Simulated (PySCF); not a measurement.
## Converging CI in the basis (PBE0)

PySCF, UKS reference; doublet, unpaired electrons π ↑; De to C + I without counterpoise correction.

| basis | relativity | functions | Re (Å) | ωe (cm⁻¹) | De (eV) | μ (D) |
| --- | --- | --- | --- | --- | --- | --- |
| x2c-SVPall | spin-free X2C | 50 | 2.035 | 648 | 3.02 | 1.87 |
| aug-cc-pVDZ/aug-cc-pVDZ-PP | scalar-relativistic core potentials | 55 | 2.042 | 643 | 3.02 | 1.66 |
| cc-pVTZ/cc-pVTZ-PP | scalar-relativistic core potentials | 69 | 2.031 | 651 | 3.07 | 1.71 |
| def2-TZVPP | scalar-relativistic core potentials | 81 | 2.020 | 653 | 3.11 | 1.76 |

Q: How does each smaller set differ from the one with most functions, def2-TZVPP?

A: x2c-SVPall: +1.5 pm, -0.8 % in ωe, -0.09 eV in De; aug-cc-pVDZ/aug-cc-pVDZ-PP: +2.2 pm, -1.5 % in ωe, -0.09 eV in De; cc-pVTZ/cc-pVTZ-PP: +1.1 pm, -0.3 % in ωe, -0.04 eV in De. All at PBE0; the set with most functions is neither the basis-set limit nor always the best. The rows treat relativity differently, so the differences are not basis effects alone.

A positive dipole means C(−)I(+). Spin–orbit coupling is left out, which matters for elements this heavy, above all for dissociation energies. The state was picked by a PBE0 search and need not be the measured ground state.
